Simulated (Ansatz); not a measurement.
Program: Ansatz. Geometries: PBE0-D4/def2-TZVP. ΔE: electronic, gas phase. CCSD(T)/CBS adds triple-zeta CCSD(T) − MP2 to the extrapolated MP2 energy (def2 sets, frozen cores). This one scheme is used for every species. DFT in def2-TZVPP. B3LYP here is the variant with VWN-RPA as its local correlation; programs differ in this. One conformer a species, not always the lowest.

Reaction (formal hydrolysis of the Si–C bond): `O[SiH](O)CCl` + H₂O → `O[SiH](O)O` + `CCl`

```json
{"level": "r2SCAN-D4", "ΔE (kJ/mol)": "-121.8", "difference from CCSD(T)/CBS": "-4.3"}
{"level": "B3LYP-D4", "ΔE (kJ/mol)": "-121.2", "difference from CCSD(T)/CBS": "-3.7"}
{"level": "ωB97X-V", "ΔE (kJ/mol)": "-120.8", "difference from CCSD(T)/CBS": "-3.3"}
{"level": "ωB97M-V", "ΔE (kJ/mol)": "-119.9", "difference from CCSD(T)/CBS": "-2.4"}
{"level": "PBE0", "ΔE (kJ/mol)": "-118.8", "difference from CCSD(T)/CBS": "-1.3"}
{"level": "B3LYP", "ΔE (kJ/mol)": "-128.8", "difference from CCSD(T)/CBS": "-11.3"}
{"level": "SCS-MP2/def2-TZVPP", "ΔE (kJ/mol)": "-125.0", "difference from CCSD(T)/CBS": "-7.5"}
{"level": "CCSD(T)/def2-TZVPP", "ΔE (kJ/mol)": "-120.7", "difference from CCSD(T)/CBS": "-3.2"}
{"level": "HF/CBS(def2)", "ΔE (kJ/mol)": "-143.2", "difference from CCSD(T)/CBS": "-25.7"}
{"level": "CCSD/CBS(def2)", "ΔE (kJ/mol)": "-120.7", "difference from CCSD(T)/CBS": "-3.2"}
{"level": "CCSD(T)/CBS", "ΔE (kJ/mol)": "-117.5", "difference from CCSD(T)/CBS": "0"}
```

Largest T1 diagnostic among the species: 0.011.

In def2-TZVPP, CCSD(T) changes the Hartree–Fock value by +21.8 kJ/mol (the triples alone add +3.2 kJ/mol) and MP2 by +21.4 kJ/mol. From PBE to PBE0 (25 % exact exchange), in def2-TZVPP and without D4, ΔE moves by −3.8 kJ/mol.
